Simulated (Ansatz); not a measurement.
Isomers of Li$_{6}$Al$_{4}$⁻ (doublet), relaxed with PBE-D4/def2-SVPD; total energies from Ansatz at PBE0-D4/def2-TZVPD.

```csv
isomer,description,energy (Eh)
A,point group Cs; 16 × Al–Li 2.61 to 2.97 Å; 4 × Al–Al 2.65 to 2.82 Å; 2 × Li–Li 3.06 Å,-1014.46706
B,point group not assigned; 13 × Al–Li 2.61 to 2.87 Å; 4 × Li–Li 2.85 to 3.00 Å; 3 × Al–Al 2.60 to 2.68 Å,-1014.44908
```

The isomers come from a short search, and lower ones may exist.

Task: Work out the relative energies (1 Eh = 2625.5 kJ/mol) and the Boltzmann populations at 500 K from electronic energies alone (R = 8.314 J/mol/K).

Result: ΔE: A 0.0, B 47.2 kJ/mol. RT = 4.16 kJ/mol. Factors exp(−ΔE/RT): A 1, B 1.18e-05; sum 1.000. Populations: A 100.0 %, B 0.0 %. Zero-point energy, vibrational entropy and symmetry numbers are left out and can shift these; an error of 4 kJ/mol changes a ratio by a factor of 2.6. Over the other density-functional and correlated levels in def2 sets, the gap between A and B ranges from 44 to 88 kJ/mol.
